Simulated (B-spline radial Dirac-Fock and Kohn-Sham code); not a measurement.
# Ionisation of each subshell: Nd²⁺

System: the Nd²⁺ ion in the configuration [Xe] 4f4, inside a Watson sphere of charge -2 and radius 2.2 Å (a model of the Madelung potential; inside it an electron's potential energy is raised by 13.1 eV); nuclear rms radius 4.9123 fm (A = 142).

Model: Dirac-Fock ΔSCF + Breit + QED. Program: a radial finite-basis atomic code. Correlation energy is missing from these numbers. Energies are counted from the vacuum level.

All terms are in eV, carry their sign (relaxation lowers the binding energy) and add up to the binding energy; ⟨r⟩ is the mean radius of the orbital in the initial state.

```
subshell  −ε (Koopmans)  relaxation    Breit  self-energy  vacuum polarisation  binding energy  ⟨r⟩ (bohr)
       K        43821.5      -73.96  -115.15       -70.03                10.78         43573.1       0.024
      L1         7198.7      -41.43   -11.67        -9.16                 1.31          7137.7       0.100
      L2         6792.5      -45.31   -19.47         0.40                 0.00          6728.1       0.084
      L3         6270.8      -43.49   -12.55        -0.42                -0.06          6214.3       0.091
      M1         1609.0      -20.87    -1.88        -1.97                 0.27          1584.6       0.265
      M2         1435.0      -21.52    -3.29         0.07                 0.00          1410.3       0.255
      M3         1328.5      -20.73    -1.92        -0.09                -0.02          1305.8       0.267
      M4         1029.5      -22.64    -1.22         0.17                -0.02          1005.8       0.239
      M5         1006.8      -22.33    -0.68         0.11                -0.02           983.8       0.243
      N1          340.5       -8.39    -0.35        -0.44                 0.06           331.4       0.607
      N2          272.7       -8.08    -0.61         0.02                 0.00           264.0       0.625
      N3          249.5       -7.60    -0.31        -0.01                 0.00           241.6       0.651
      N4          136.4       -6.92    -0.12         0.04                 0.00           129.4       0.703
      N5          132.2       -6.75    -0.02         0.03                 0.00           125.4       0.713
    N6,7           9.42       -3.93     0.10         0.02                 0.00            5.60       1.036
      O1          50.04       -1.17    -0.05        -0.07                 0.01           48.75       1.499
      O2          29.57       -0.97    -0.07         0.01                 0.00           28.53       1.674
      O3          26.31       -0.84    -0.03         0.00                 0.00           25.44       1.757
```

For the deepest level, K (1s), the Breit terms make up -0.264 % of the binding energy, QED -0.136 % and orbital relaxation -0.170 %.

Spin-orbit splittings: 2p 513.8 eV, 3p 104.5 eV, 3d 21.92 eV, 4p 22.50 eV, 4d 3.91 eV, 5p 3.10 eV.

Values without a named source are computed, but for edge energies of neutral atoms, which are taken from tables.
